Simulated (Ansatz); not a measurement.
Gas-phase electronic energies from Ansatz, PBE0-D4/def2-TZVP geometries. CCSD(T)/CBS adds triple-zeta CCSD(T) − MP2 to the extrapolated MP2 energy (def2 sets, frozen cores). This one scheme is used for every species. Functionals use def2-TZVPP. def2 core potentials past Kr. For Te outer-core shells are correlated without core-valence functions, which leaves a few kJ/mol of doubt a bond. One conformer a species, not always the lowest.

`C[SiH2]B(O)O` + `C[SiH2][TeH]` → `C[SiH2][Te]B(O)O` + `C[SiH3]`  (cleavage of the B–Si bond)

`C[SiH2]B(O)O`:

Cartesian coordinates in Å:
```
C -0.484 -0.396 -1.692
Si 0.766 -0.244 -0.295
B -0.101 0.438 1.425
O -1.430 0.734 1.497
O 0.585 0.635 2.584
H -0.011 -0.761 -2.606
H -0.938 0.572 -1.919
H -1.282 -1.096 -1.431
H 1.868 0.676 -0.708
H 1.406 -1.571 -0.050
H -1.897 0.590 0.674
H 1.518 0.424 2.522
```

`C[SiH2][TeH]`:

Z-matrix (Å, degrees):
```
C
Si 1 1.867
H 1 1.091 2 110.6
H 1 1.094 2 110.3 3 120.3
H 1 1.092 2 110.6 3 -119.9
Te 2 2.500 1 112.6 3 58.0
H 2 1.486 1 110.5 3 -178.9
H 2 1.487 1 111.4 3 -57.8
H 6 1.658 2 91.7 1 64.0
```

`C[SiH2][Te]B(O)O`:

Cartesian coordinates in Å:
```
C -1.323 -1.929 1.565
Si -0.271 -0.491 0.999
Te -0.450 -0.361 -1.494
B 0.881 1.369 -1.620
O 1.397 1.869 -0.471
O 1.206 1.954 -2.805
H -0.974 -2.866 1.125
H -2.368 -1.784 1.282
H -1.273 -2.023 2.653
H 1.150 -0.696 1.378
H -0.753 0.781 1.593
H 1.970 2.628 -0.629
H 0.807 1.550 -3.577
```

`C[SiH3]`:

Cartesian coordinates in Å:
```
C 0.750 -0.540 -0.347
Si -0.671 0.483 0.311
H 1.513 -0.684 0.421
H 1.218 -0.048 -1.203
H 0.403 -1.524 -0.670
H -1.306 -0.188 1.478
H -1.710 0.676 -0.737
H -0.196 1.824 0.747
```

```csv
level,ΔE (kJ/mol)
r2SCAN-D4,-68.7
PBE0-D4,-66.2
B2PLYP,-71.1
CCSD/def2-TZVPP,-70.9
CCSD(T)/def2-TZVPP,-71.7
HF/def2-QZVPP,-75.4
HF/CBS(def2),-75.3
MP2/CBS(def2),-86.3
```

(1) What does CCSD(T)/CBS give? (An estimate is asked.)

Largest T1 diagnostic among the species: 0.013.

Answers

(1) The calculation gave: -73.5 kJ/mol. The listed levels differ from it by 4.8, 7.3, 2.4, 2.6, 1.8, -1.9, -1.8, -12.8 kJ/mol.

From PBE to PBE0 (25 % exact exchange), in def2-TZVPP and without D4, ΔE moves by −5.2 kJ/mol. The D4 term adds −4.4 kJ/mol with B3LYP and −2.1 kJ/mol with PBE0; it sums over pairs of atoms, weighted by their polarisabilities, and B3LYP, whose exchange is more repulsive, gets the larger term.

B3LYP here is the variant with VWN-RPA as its local correlation; programs differ in this.
